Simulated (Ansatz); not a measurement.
`FC1(Br)O[SiH2]1` and `BrC1O[SiH2]1` differ in one atom or group.

Ansatz, PBE0-D4/def2-TZVP geometries, multiplicity 1. 

Scalar relativity is left out up to krypton. Spin–orbit coupling is left out; it splits and shifts lone-pair levels of the heavy atoms by tenths of an eV.

```csv
property,`FC1(Br)O[SiH2]1`
HOMO energy (PBE0/def2-TZVPP) / eV,-7.74
HOMO energy (PBE/def2-TZVPP) / eV,-6.51
"ideal-gas entropy at 298 K and 1 bar (rigid rotor, harmonic PBE0-D4/def2-TZVP) / J/(mol·K)",326
HOMO energy (B3LYP/def2-TZVPP) / eV,-7.53
HOMO–LUMO gap (PBE/def2-TZVPP) / eV,4.15
HOMO–LUMO gap (PBE0/def2-TZVPP) / eV,6.21
```

Q: What does the change do to each property? (An estimate is asked.)

A: Ansatz gave: 
```json
{"property": "HOMO energy (PBE0/def2-TZVPP) / eV", "`BrC1O[SiH2]1`": "-7.39", "shift": "0.35"}
{"property": "HOMO energy (PBE/def2-TZVPP) / eV", "`BrC1O[SiH2]1`": "-6.19", "shift": "0.32"}
{"property": "ideal-gas entropy at 298 K and 1 bar (rigid rotor, harmonic PBE0-D4/def2-TZVP) / J/(mol·K)", "`BrC1O[SiH2]1`": "308", "shift": "-18"}
{"property": "HOMO energy (B3LYP/def2-TZVPP) / eV", "`BrC1O[SiH2]1`": "-7.17", "shift": "0.36"}
{"property": "HOMO–LUMO gap (PBE/def2-TZVPP) / eV", "`BrC1O[SiH2]1`": "4.22", "shift": "0.07"}
{"property": "HOMO–LUMO gap (PBE0/def2-TZVPP) / eV", "`BrC1O[SiH2]1`": "6.26", "shift": "0.05"}
```

With PBE0 the HOMO rises by 0.35 eV and the LUMO rises by 0.40 eV, so the gap widens by about 0.05 eV. PBE moves the HOMO by 0.32 eV and ωB97M-V by 0.34 eV.

Positive LUMOs are unbound, so they and the gaps depend on the basis.

B3LYP here is the variant with VWN-RPA as its local correlation; programs differ in this.
